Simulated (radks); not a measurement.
The bromine anion Br-, [Kr], held by a Watson sphere: a shell of charge +1 at radius R that stands for the Madelung well of a crystal (potential energy -1/R inside, -1/r outside, in hartree with lengths in bohr). Method: scalar-relativistic Kohn-Sham, LDA (Slater exchange, VWN5 correlation), spin-polarised, spherical densities, point nucleus; computed with a radial shooting solver on a logarithmic mesh with Libxc functionals. Response by self-consistent Sternheimer equations with the Hartree and adiabatic LDA kernel, the relativistic mass of each level held fixed and spin-orbit coupling left out. The sphere does not respond.

R (bohr) = 2.96: e(3d) (eV) -65.128; e(4s) (eV) -19.308; e(4p) (eV) -7.513; <r> 4p (bohr) 2.203; sum of <r^2> (bohr^2) 48.87; X-ray form factor at sin(theta)/lambda = 0.1 1/angstrom 32.969; alpha (bohr^3) 30.53
R (bohr) = 3.73: e(3d) (eV) -64.356; e(4s) (eV) -18.286; e(4p) (eV) -6.532; <r> 4p (bohr) 2.257; sum of <r^2> (bohr^2) 51.02; X-ray form factor at sin(theta)/lambda = 0.1 1/angstrom 32.888; alpha (bohr^3) 37.28
R (bohr) = 3.87: e(3d) (eV) -64.217; e(4s) (eV) -18.121; e(4p) (eV) -6.368; <r> 4p (bohr) 2.265; sum of <r^2> (bohr^2) 51.32; X-ray form factor at sin(theta)/lambda = 0.1 1/angstrom 32.878; alpha (bohr^3) 38.46
R (bohr) = 4.83: e(3d) (eV) -63.332; e(4s) (eV) -17.138; e(4p) (eV) -5.378; <r> 4p (bohr) 2.298; sum of <r^2> (bohr^2) 52.85; X-ray form factor at sin(theta)/lambda = 0.1 1/angstrom 32.833; alpha (bohr^3) 45.75
R (bohr) = 5.21: e(3d) (eV) -63.023; e(4s) (eV) -16.812; e(4p) (eV) -5.048; <r> 4p (bohr) 2.306; sum of <r^2> (bohr^2) 53.26; X-ray form factor at sin(theta)/lambda = 0.1 1/angstrom 32.824; alpha (bohr^3) 48.17
